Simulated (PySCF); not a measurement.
**Electron correlation in Si+ (silicon, charge +1)**

[Ne] 3s2 3p1, 2P determinant. Computed with PySCF 2.14 in cc-pV(D+d)Z (4s3p2d, 23 functions), with no relativity, point nucleus. Frozen: [Ne]; 3 electrons correlated.

MP2 pair energies summed by pair of shells (mhartree):

```
 pair  energy  share (%)
3s-3s  -20.46       58.1
3s-3p  -14.74       41.9
```

Total MP2 correlation energy: -35.20 mhartree.

Same-spin part -2.24 and opposite-spin part -32.96 mhartree; SCS-MP2 scales them by 1/3 and 6/5 to -40.29 mhartree.

```json
{"level": "CCSD", "correlation energy (mhartree)": "-54.06"}
{"level": "(T)", "correlation energy (mhartree)": "-0.68"}
{"level": "CCSD(T)", "correlation energy (mhartree)": "-54.74"}
```

Diagnostics: T1 = 0.012, D1 = 0.0293, largest double amplitude 0.109.

Q: Is a single reference adequate?

A: Mostly. T1 lies below 0.03, but a double amplitude of this size points to a near-degeneracy that CCSD handles and MP2 describes poorly.
